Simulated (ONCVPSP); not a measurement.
## Varying the ONCV potential for indium (In)

Base potential:

```
Element                 : indium
Generator               : ONCVPSP 4.0.1
Type                    : optimised norm-conserving Vanderbilt (ONCV)
Functional              : PBE
Relativity              : scalar-relativistic
Frozen core             : [Ar] 3d10
Valence charge          : 21
Reference configuration : 4s2 4p6 4d10 5s2 5p1
Partial waves           : 4s+5s: rc 1.20 bohr, ncon 3, nbas 6, qcut 9.1 1/bohr, 2 projectors; 4p+5p: rc 1.75 bohr, ncon 5, nbas 9, qcut 9.5 1/bohr, 2 projectors; 4d: rc 1.45 bohr, ncon 5, nbas 10, qcut 12.4 1/bohr, 2 projectors, debl 0.5 Ha
Local potential         : polynomial inside 0.80 bohr (lpopt 5, dvloc0 0 Ha)
Core correction         : none
```

In the d channel the program set the typed energies aside and used -0.684, 0.250 Ha.

Cutoffs, loose and tight: the cutoffs (Ha) at which the residual kinetic energy of the hardest occupied pseudo-wave falls to 1 and 0.1 mHa per electron. They do not see the model core or the augmentation charge, which bear on the density cutoff. Test errors are all-electron minus pseudo excitation energies from the reference, over the configurations 4s2 4p6 4d10 5s2 5p0; 4s2 4p6 4d10 5s1 5p0; 4s2 4p6 4d10 5s0 5p0; 4s1 4p6 4d10 5s2 5p1. A dash means not determined; rows that change the core or the reference have their own tests. The largest error is taken over the tests solved by every variant that gives reliable tests at all: 4s1 4p6 4d10 5s2 5p1; 4s2 4p6 4d10 5s1 5p0; 4s2 4p6 4d10 5s2 5p0.

| change | outcome | cutoff, loose | cutoff, tight | bound ghosts | GHOST(+) flags above zero | largest test error (meV) |
| --- | --- | --- | --- | --- | --- | --- |
| base | generated, projector energies reset by the program | 41 Ha | 49 Ha | none | s | -114 |
| s: qcut 8.1 | generated, projector energies reset by the program | 41 Ha | 64 Ha | none | s | -145 |
| s: qcut 8.8 | generated, projector energies reset by the program | 41 Ha | 49 Ha | none | s | -123 |
| s: qcut 11.4 | failed: ERROR pspot: first pseudo wave function has node, program will stop | – | – | – | – | – |
| s: qcut 12.1 | failed: ERROR pspot: first pseudo wave function has node, program will stop | – | – | – | – | – |
| s: qcut 13.7 | failed: ERROR pspot: first pseudo wave function has node, program will stop | – | – | – | – | – |

What comes out with this change to the base: s: qcut 10.1?

outcome: generated, projector energies reset by the program; cutoff, loose: 41 Ha; cutoff, tight: 49 Ha; bound ghosts: none; GHOST(+) flags above zero: s; largest test error (meV): -84.

What comes out with this change to the base: s: qcut 5.3?

outcome: generated, projector energies reset by the program; bound ghosts: none; GHOST(+) flags above zero: s; largest test error (meV): -283.

What comes out with this change to the base: s: qcut 6.9?

outcome: generated, projector energies reset by the program; cutoff, loose: 41 Ha; cutoff, tight: 98 Ha; bound ghosts: none; GHOST(+) flags above zero: s; largest test error (meV): -197.

Reading the sweep of the qcut of the s channel (base included, trends over the rows without a ghost): The loose cutoff stays near 41 Ha. The generation fails at 11.4, 12.1, 13.7 1/bohr.
